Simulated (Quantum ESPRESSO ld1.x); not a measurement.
Task: Bi3+, configuration [Hg] (the NIST ground configuration). Method: Dirac Kohn-Sham, PW91, spin-unpolarised, spherical densities, point nucleus; computed with ld1.x of Quantum ESPRESSO 7.5. Some entries of the table are withheld. Estimate them.

orbital  occ.  eigenvalue (Ry)  <r> (bohr)
1s1/2       2         -6655.88     0.01578
2s1/2       2         -1196.48         (1)
2p1/2       2              (2)         (3)
2p3/2       4              (4)         (5)
3s1/2       2         -290.343      0.1710
3p1/2       2         -269.153         (6)
3p3/2       4         -230.961         (7)
3d3/2       4         -196.301      0.1545
3d5/2       6         -188.206      0.1595
4s1/2       2         -68.2288      0.3768
4p1/2       2         -59.0200      0.3777
4p3/2       4         -49.6057      0.4124
4d3/2       4         -34.6473      0.4161
4d5/2       6         -32.8908      0.4271
5s1/2       2         -13.6303      0.8313
4f5/2       6         -13.4792         (8)
4f7/2       8         -13.0755         (9)
5p1/2       2         -10.4382        (10)
5p3/2       4         -8.62188        (11)
5d3/2       4         -4.16627       1.196
5d5/2       6         -3.94171       1.236
6s1/2       2         -2.94634       2.014

Result: 
(1) 2s1/2 <r> (bohr): 0.06575
(2) 2p1/2 eigenvalue (Ry): -1149.52
(3) 2p1/2 <r> (bohr): 0.05388
(4) 2p3/2 eigenvalue (Ry): -978.942
(5) 2p3/2 <r> (bohr): 0.06293
(6) 3p1/2 <r> (bohr): 0.1615
(7) 3p3/2 <r> (bohr): 0.1780
(8) 4f5/2 <r> (bohr): 0.4380
(9) 4f7/2 <r> (bohr): 0.4441
(10) 5p1/2 <r> (bohr): 0.8849
(11) 5p3/2 <r> (bohr): 0.9740
